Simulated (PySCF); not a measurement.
CF₃NOSi, SMILES O=C=N[Si](F)(F)F. Heavy atoms are numbered as in [O:1]=[C:2]=[N:3][Si:4]([F:5])([F:6])[F:7].

Geometry: r2SCAN-D4/def2-SVP. One conformer was computed; it need not be the lowest.

All values below come from PBE0/pcSseg-1 (PySCF).

GIAO shieldings, no solvent; atoms alike by connectivity are averaged. δ = σ(ref) − σ: ¹⁷O against H2O (σ = 334.2 ppm); ¹³C against TMS (σ = 186.3 ppm); ¹⁵N against NH3 (σ = 267.4 ppm); ²⁹Si against TMS (σ = 352.7 ppm); ¹⁹F against CFCl3 (σ = 167.2 ppm), references at their B3LYP-D3(BJ)/def2-TZVP geometries, non-relativistic.

```
atoms  nucleus  count  δ (ppm)
-----  -------  -----  -------
O1         ¹⁷O      1    151.8
C2         ¹³C      1    126.1
N3         ¹⁵N      1        …
Si4       ²⁹Si      1   -107.4
F5         ¹⁹F      3        …
```

Complete the blanks. (The exact figures need the calculation; the answer reports its results.)


- F5, δ (ppm): -157.6
- N3, δ (ppm): 40.2
